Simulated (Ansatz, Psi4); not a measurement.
The Ansatz (an electronic-structure program) input:
Ansatz 0.2 input:
```yaml
crystal:
  periodic: [false, false, false]
  atoms:
    - {symbol: Te, position_ang: [-0.02303119, -0.20998681, 0.25384591]}
    - {symbol: F, position_ang: [-1.85637227, -0.22488197, -0.59006750]}
    - {symbol: F, position_ang: [0.03390534, 1.30408449, -0.92930113]}
    - {symbol: F, position_ang: [1.95553606, 0.13405462, 0.05270334]}
basis:
  gaussian:
    orbitals: STO-3G
hamiltonian:
  xc: {name: B97M-V}
magnetization: {spin_polarized: true, initial_magnetization: 1}
accuracy: high
```

**Question.** Give the equivalent Psi4 input.

**Answer.** Several could match; the one computed here: 
```
memory 2 GB

molecule mol {
0 2
Te   -0.023031   -0.209987    0.253846
F    -1.856372   -0.224882   -0.590067
F     0.033905    1.304084   -0.929301
F     1.955536    0.134055    0.052703
}

set {
  basis sto-3g
  reference uks
  scf_type pk
  puream true
  d_convergence 1e-8
  dft_radial_points 99
  dft_spherical_points 590
}

energy('b97m-v')
print_variables()
```

Both were run: Ansatz gave -6843.935515 Eh and Psi4 -6843.935446 Eh, 0.069 mEh apart.
